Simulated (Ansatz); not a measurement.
```yaml
crystal:
  periodic: [false, false, false]
  atoms:
    - {symbol: Au, position_ang: [0.160214, -2.589505, 0.851740]}
    - {symbol: Au, position_ang: [0.244840, 1.605984, -0.731594]}
    - {symbol: Au, position_ang: [-1.563173, 3.647396, -0.501141]}
    - {symbol: Au, position_ang: [1.373192, -1.116646, -1.761041]}
    - {symbol: Au, position_ang: [-1.003795, 0.198568, 1.877297]}
    - {symbol: Cl, position_ang: [0.754239, 0.879273, -2.873579]}
    - {symbol: Cl, position_ang: [1.933215, -3.067599, -0.608880]}
    - {symbol: Cl, position_ang: [-1.610450, -2.006825, 2.297387]}
    - {symbol: Cl, position_ang: [-0.288283, 2.449364, 1.449810]}
basis:
  gaussian: {orbitals: def2-TZVP, initial_orbitals: start.molden}
total_charge: 1
hamiltonian: {xc: {name: wB97X-V}}
scf: {omitted_lower_state_checks: [starts]}
output: {orbitals: {seedname: orbitals}}
```

The file start.molden holds the orbitals of an earlier run on this structure, at another level or in another basis.

```sh
$ ansatz run in.yaml --threads 4 --pin off --events-out ev --progress --plain --max-ram 4787MiB
```

**Question.** Does this run fit into the memory that it is given?

**Answer.** No. It has 348 basis functions, and Ansatz plans for 6 GiB where 5 GiB are given.
